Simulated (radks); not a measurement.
Rb VIII, configuration [Ar] 3d10 4s2 (the NIST ground configuration). Method: non-relativistic Kohn-Sham, LDA (Slater exchange, Perdew-Wang correlation), spin-unpolarised, spherical densities, point nucleus; relativity is left out, which matters for an element this heavy; computed with a radial shooting solver on a logarithmic mesh with Libxc functionals.

Unscreened Slater integrals over Kohn-Sham orbitals (eV).

| integral | value |
|---|---|
| F0(4s,4s) | 18.885 |
| F0(4s,3d) | 23.850 |
| G2(4s,3d) | 2.1767 |
| F0(4s,3p) | 23.814 |
| G1(4s,3p) | 1.9918 |
| F0(4s,3s) | 23.806 |
| G0(4s,3s) | 1.4854 |
| F0(3d,3d) | 48.171 |
| F2(3d,3d) | 23.393 |
| F4(3d,3d) | 14.786 |
| F0(3d,3p) | 47.324 |
| F2(3d,3p) | 22.806 |
| G1(3d,3p) | 27.119 |
| G3(3d,3p) | 17.012 |
| F0(3d,3s) | 47.256 |
| G2(3d,3s) | 20.419 |
| F0(3p,3p) | 47.064 |
| F2(3p,3p) | 23.673 |
| F0(3p,3s) | 46.993 |
| G1(3p,3s) | 30.996 |
| F0(3s,3s) | 46.988 |
